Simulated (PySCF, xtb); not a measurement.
C9H6N4, SMILES C1C=C2C=CN=C3N2C(N=1)=CC=N3.

Harmonic wavenumbers (cm⁻¹) from GFN2-xTB in xtb at its own minimum, in rising order: 99, 128, 197, 217, 418, 425, 429, 455, 461, 469, 478, 558, 642, 665, 682, 759, 777, 779, 801, 815, 818, 827, 902, 905, 919, 1071, 1077, 1089, 1110, 1116, 1135, 1141, 1217, 1235, 1257, 1283, 1342, 1354, 1366, 1465, 1490, 1550, 1559, 1580, 1598, 3064, 3068, 3068, 3125, 3129, 3145.

### Question
What does PySCF 2.14.0 with PBE0-D3(BJ)/def2-SVP give at its own minimum? (An estimate is asked for; the answer gives what the named calculation found.)

### Answer
108, 144, 212, 247, 452, 473, 483, 489, 495, 497, 517, 599, 672, 708, 753, 772, 805, 833, 840, 841, 865, 873, 1004, 1009, 1015, 1062, 1083, 1107, 1119, 1150, 1178, 1200, 1275, 1302, 1321, 1351, 1402, 1440, 1456, 1556, 1588, 1661, 1667, 1714, 1725, 3174, 3183, 3185, 3255, 3259, 3273. Paired by order, the mean absolute difference is 62 cm⁻¹ and the zero-point energies are 84.7 and 89.2 kcal/mol.
